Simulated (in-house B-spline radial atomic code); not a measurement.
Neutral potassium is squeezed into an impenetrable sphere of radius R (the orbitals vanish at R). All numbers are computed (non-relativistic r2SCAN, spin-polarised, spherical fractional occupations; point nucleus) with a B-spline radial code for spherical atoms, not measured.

Energies in eV above the free atom in [Ar] 4s1:

```tsv
R (bohr)	highest level (eV)	[Ar] 4s1	[Ne] 3s1 3p6 4s1 4p1	[He] 2s2 2p5 3s2 3p6 3d1 4s1
8.48	-1.98	0.3666	38.95	299
5.98	0.47	2.369	42.63	301
5.03	3.54	5.153	48.07	303.8
4.19	9.8	11.33	59.84	310.1
3.72	16.8	18.95	73.55	317.6
3.17	32.1	38.18	105.7	336.3
2.61	65.7	89.51	183.8	386
2.29	103	156.8	279.1	451.8
1.7	263	521.6	754.3	815.8
1.59	321	672.2	941.5	967.9
```

**Question.** Does [Ne] 3s1 3p6 4s1 4p1 fall below [Ar] 4s1 under compression?

**Answer.** No, it stays above over the whole range.

**Question.** Does [He] 2s2 2p5 3s2 3p6 3d1 4s1 fall below [Ar] 4s1 under compression?

**Answer.** No, it stays above over the whole range.

The highest level is first positive in the row R = 5.98 bohr, pushed up by confinement above the zero of the free ion's potential. Each configuration is held fixed and needn't be the lowest in the sphere.
